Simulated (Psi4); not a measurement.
Interaction energy of CF4 ··· BCl3 (SMILES FC(F)(F)F and ClB(Cl)Cl). Monomers: optimised at B3LYP-D3(BJ) (def2-TZVP), held rigid. Orientation: a random orientation, not optimised. Only R, the distance of the centres of mass, is varied, so the lowest point isn't the relaxed dimer.

Geometry at R = 5.60 Å (first 5 atoms: monomer A):
```
9

F     -0.6669    -0.6508    -0.9433
C      0.0000     0.0000     0.0000
F     -0.5182     1.2110     0.1516
F     -0.0890    -0.6650     1.1439
F      1.2741     0.1047    -0.3523
Cl     3.3808     1.6997    -5.5106
B      3.7763     0.8283    -4.0512
Cl     5.3305     1.0580    -3.2912
Cl     2.6181    -0.2745    -3.3523
```

Levels of theory: SCS-MP2/aug-cc-pVDZ = DF-SCS-MP2/aug-cc-pVDZ, frozen core, counterpoise-corrected run with Psi4; SAPT0/jun-cc-pVDZ, frozen core (Psi4).

Interaction energies in kcal/mol:

```json
[
 {"R / Å": "4.98", "SCS-MP2/aug-cc-pVDZ": "2.62"},
 {"R / Å": "5.23", "SCS-MP2/aug-cc-pVDZ": "0.79"},
 {"R / Å": "5.43", "SCS-MP2/aug-cc-pVDZ": "0.17"},
 {"R / Å": "5.60", "SCS-MP2/aug-cc-pVDZ": "-0.08"},
 {"R / Å": "5.80", "SCS-MP2/aug-cc-pVDZ": "-0.19"},
 {"R / Å": "6.04", "SCS-MP2/aug-cc-pVDZ": "-0.22"},
 {"R / Å": "6.27", "SCS-MP2/aug-cc-pVDZ": "-0.20"},
 {"R / Å": "6.56", "SCS-MP2/aug-cc-pVDZ": "-0.16"},
 {"R / Å": "7.09", "SCS-MP2/aug-cc-pVDZ": "-0.09"},
 {"R / Å": "7.79", "SCS-MP2/aug-cc-pVDZ": "-0.05"},
 {"R / Å": "8.77", "SCS-MP2/aug-cc-pVDZ": "-0.02"},
 {"R / Å": "10.13", "SCS-MP2/aug-cc-pVDZ": "-0.01"}
]
```

Problem. Predict the corresponding SAPT0/jun-cc-pVDZ column.

Solution. 4.98: 2.61; 5.23: 0.85; 5.43: 0.25; 5.60: 0.00; 5.80: -0.12; 6.04: -0.16; 6.27: -0.15; 6.56: -0.12; 7.09: -0.07; 7.79: -0.04; 8.77: -0.02; 10.13: -0.01 (kcal/mol).
